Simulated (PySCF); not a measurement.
Breaking a bond: AgH, singlet.

Methods: RMP2 = MP2 on RHF/def2-TZVP, def2 effective core potentials past Kr run with PySCF; NEVPT2 = SC-NEVPT2 on CASSCF(2,2)/def2-TZVP, all electrons correlated, def2 effective core potentials past Kr in PySCF 2.14.0; RKS-BHandHLYP = restricted BHandHLYP/def2-TZVP, def2 effective core potentials past Kr in PySCF; RHF/STO-3G = restricted Hartree-Fock/STO-3G run with PySCF; RCCSD(T) = CCSD(T) on RHF/def2-TZVP, def2 effective core potentials past Kr run with PySCF.

Energies are in kJ/mol, each relative to the lowest point of its own curve near equilibrium.

| R / Å | RMP2 | NEVPT2 | RKS-BHandHLYP | RHF/STO-3G | RCCSD(T) |
|---|---|---|---|---|---|
| 1.28 | 91.7 | 94.1 | 118.8 | 20.4 | 103.3 |
| 1.39 | 29.6 | 31.5 | 46.9 | 0.0 | 37.0 |
| 1.44 | 14.5 | 16.1 | 27.3 | 1.1 | 19.9 |
| 1.53 | 1.4 | 2.1 | 6.8 | 13.5 | 3.4 |
| 1.58 | 0.0 | 0.0 | 1.6 | 24.6 | 0.2 |
| 1.62 | 1.2 | 0.4 | 0.0 | 35.2 | 0.0 |
| 1.66 | 4.1 | 2.4 | 0.2 | 47.0 | 1.4 |
| 1.71 | 9.7 | 6.7 | 2.6 | 63.3 | 5.2 |
| 1.78 | 20.2 | 15.1 | 9.1 | 88.5 | 13.1 |
| 1.87 | 37.0 | 28.7 | 21.5 | 124.1 | 26.4 |
| 2.03 | 71.6 | 56.6 | 50.0 | 193.4 | 54.3 |
| 2.18 | 106.0 | 83.5 | 80.4 | 262.7 | 81.6 |
| 2.43 | 162.0 | 124.2 | 131.8 | 381.6 | 123.1 |
| 2.69 | 214.9 | 157.6 | 181.5 | 503.6 | 156.5 |
| 2.92 | 255.8 | 178.6 | 220.5 | 604.6 | 175.7 |
| 3.25 | 304.1 | 196.9 | 267.7 | 730.6 | 186.5 |
| 3.52 | 335.0 | 204.9 | 299.4 | 813.1 | 183.7 |
| 3.92 | 367.8 | 210.5 | 336.5 | 901.2 | 169.4 |
| 4.34 | 387.8 | 212.7 | 365.6 | 958.0 | 152.3 |
| 4.85 | 395.6 | 213.6 | 390.9 | 996.4 | 137.8 |
| 5.64 | 380.5 | 214.0 | 415.9 | 1026.8 | 130.0 |
| 6.43 | 344.9 | 214.0 | 430.8 | 1044.7 | 130.3 |

At the longest distance, 6.43 Å, RHF/STO-3G lies highest above its minimum (1044.7 kJ/mol) and RCCSD(T) lowest (130.3 kJ/mol).

The RMP2 curve passes through a maximum at 4.85 Å and then falls by 50.7 kJ/mol up to the last usable point.

The RCCSD(T) curve passes through a maximum at 3.25 Å and then falls by 56.2 kJ/mol up to the last usable point.

The restricted form behind RMP2, RKS-BHandHLYP, RHF/STO-3G keeps the bonding electrons paired and can't separate into open-shell fragments. The T1 diagnostic of CCSD on the restricted reference of RMP2, RCCSD(T) exceeds 0.045 at 2.69 to 6.43 Å. At the longest distance RKS-BHandHLYP leaves fractional charges on the fragments, a sign of delocalisation error or of the restricted form.
